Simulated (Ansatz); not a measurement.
Compare A (`[SiH3]OCS[SiH3]`) with its isomer B (`O[SiH2]C[SiH2]S`).

Calculated with Ansatz (gas phase, PBE0-D4/def2-TZVP geometries, no zero-point term in ΔE). CCSD(T)/CBS adds triple-zeta CCSD(T) − MP2 to the extrapolated MP2 energy (def2 sets, frozen cores). Functionals use def2-TZVPP. B3LYP here is the variant with VWN-RPA as its local correlation; programs differ in this. Each species was taken in one conformer, which may not be the lowest.

**Question.** Which isomer does CCSD(T)/CBS put lower? Give the gap. (Best estimate.)

**Answer.** Ansatz gave: B, by 37.6 kcal/mol.

**Question.** Give E(B) − E(A) in kcal/mol with r2SCAN-D4, CCSD(T)/def2-TZVPP, ωB97M-V, B2PLYP, HF/def2-TZVPP, CCSD/def2-TZVPP, B3LYP-D4. (Best estimate.)

**Answer.** Computed: r2SCAN-D4 -37.1, CCSD(T)/def2-TZVPP -36.8, ωB97M-V -37.0, B2PLYP -35.9, HF/def2-TZVPP -34.0, CCSD/def2-TZVPP -37.0, B3LYP-D4 -34.2. None reverses the order clearly.

Largest T1 diagnostic: 0.012.

In def2-TZVPP, CCSD(T) changes the Hartree–Fock value by −2.8 kcal/mol (the triples alone add +0.2 kcal/mol) and MP2 by −4.5 kcal/mol. From PBE to PBE0 (25 % exact exchange), in def2-TZVPP and without D4, E(B) − E(A) moves by −1.4 kcal/mol.
